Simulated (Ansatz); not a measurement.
C$_{3}$H$_{9}$Ga, singlet, geometry from GFN2-xTB (such geometries of metal compounds can be far from the true shape); SVWN5/cc-pVTZ (Ansatz, a program for electronic structure).

Here is a job for Ansatz.
Ansatz 0.2 input:
```yaml
crystal:
  periodic: [false, false, false]
  atoms:
    - {symbol: Ga, position_ang: [0.00000529, 0.00007777, 0.00001707]}
    - {symbol: C, position_ang: [-1.41606143, -1.46777541, -0.15992464]}
    - {symbol: H, position_ang: [-1.48153476, -1.83989675, -1.18661644]}
    - {symbol: H, position_ang: [-2.40675752, -1.08845087, 0.10745406]}
    - {symbol: H, position_ang: [-1.19263554, -2.31657722, 0.49209008]}
    - {symbol: C, position_ang: [-0.18761026, 1.72486456, -1.08412653]}
    - {symbol: H, position_ang: [0.68547600, 1.88408692, -1.72381582]}
    - {symbol: H, position_ang: [-0.26582509, 2.59518349, -0.42578806]}
    - {symbol: H, position_ang: [-1.07487761, 1.70536745, -1.72277656]}
    - {symbol: C, position_ang: [1.60364150, -0.25727270, 1.24402790]}
    - {symbol: H, position_ang: [2.25803039, 0.61864670, 1.24542668]}
    - {symbol: H, position_ang: [2.20028467, -1.12270684, 0.94083315]}
    - {symbol: H, position_ang: [1.27785633, -0.43696259, 2.27280363]}
basis:
  gaussian:
    orbitals: cc-pVTZ
hamiltonian:
  xc: {name: SVWN5}
```

Output, abridged:

```
Functional definition: SVWN5
1395 factors; their error is unknown
mean field evaluation 1: about -55497.0098 eV, gradient 1.1e2 eV
mean field evaluation 2: about -55457.2201 eV, gradient 1.5e2 eV
mean field evaluation 4: about -55524.4864 eV, gradient 8.5e0 eV
mean field evaluation 8: about -55524.6246 eV, gradient 4.6e-2 eV
mean field evaluation 16: about -55524.5989 eV, gradient 3.7e-5 eV
mean field -55524.59888374 eV, -2040.4913730525 hartree, gradient 3.7e-5 eV, S^2 0.000000; 0 other end points of the search recorded, 0 dependent functions left out
reference -55524.59892804 eV, -2040.4913746804 hartree; 29, 29 occupied and 230, 230 virtual orbitals, 1395 factors
Total energy: -55524.59892804 eV, -2040.4913746804 hartree
```
